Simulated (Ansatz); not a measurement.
Z-matrix (Å, degrees):
```
Si
H 1 1.4846
Si 1 2.1431 2 108.26
F 3 1.6009 1 122.38 2 -168.89
H 3 1.4797 4 106.44 1 159.63
Si 1 2.3097 2 118.75 3 -129.39
H 6 1.4831 1 106.72 2 157.57
H 6 1.4834 7 109.76 1 121.98
H 6 1.4842 7 108.96 8 118.35
```
Charge 0, multiplicity 1.

Calculation: frozen-core CCSD(T)/cc-pVTZ // ωB97X-D3(BJ)/def2-TZVP in Ansatz (a program for electronic structure). The restricted HF reference is unstable towards unrestricted orbitals.

```
Quantity                       Result
----------------------  -------------
HF energy               -969.21156 Ha
MP2 correlation energy    -0.61304 Ha
```

### Question
Estimate the CCSD correlation energy, the (T) correction, the total energy and the T1 diagnostic.

### Answer

```json
{
 "CCSD correlation energy": "-0.66381 Ha",
 "(T) correction": "-0.02620 Ha",
 "CCSD(T) total energy": "-969.90157 Ha",
 "T1 diagnostic": "0.015"
}
```
